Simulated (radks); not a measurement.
Spherical quantum dot in the effective-mass picture: electrons in a hard-walled sphere of radius 10.8, with a point charge +2 (a donor) at the centre, all in effective atomic units (hartree* = m*/eps^2 hartree, bohr* = eps/m* bohr), one dielectric constant everywhere. Method: non-relativistic Kohn-Sham, r2SCAN, spin-polarised, spherical densities, generalised Kohn-Sham scheme; computed with a radial shooting solver with Libxc functionals. Levels are named by radial order and angular momentum (1s, 1p, 1d, 2s, ...), and open shells are averaged over m. Results are scaled to m* = 0.479 and eps = 10.6, for which hartree* = 116 meV and bohr* = 1.171 nm.

N = 13, configuration 1s2 1p6 1d(up 3, down 0) 2s2. This is the lowest configuration that the search found (a dilute case). Occupied levels:

| level | occupation | eigenvalue (meV) | <r> (nm) |
|---|---|---|---|
| 1s down | 1 | 97.494 | 1.100 |
| 1s up | 1 | 97.510 | 1.101 |
| 2s up | 1 | 140.77 | 9.136 |
| 2s down | 1 | 143.00 | 8.974 |
| 1p up | 3 | 143.01 | 9.234 |
| 1p down | 3 | 145.44 | 9.106 |
| 1d up | 3 | 147.37 | 9.397 |

Energy (meV): total 485.013, kinetic 504.87, external -1119.5, Hartree 1399.2, exchange-correlation -299.56.
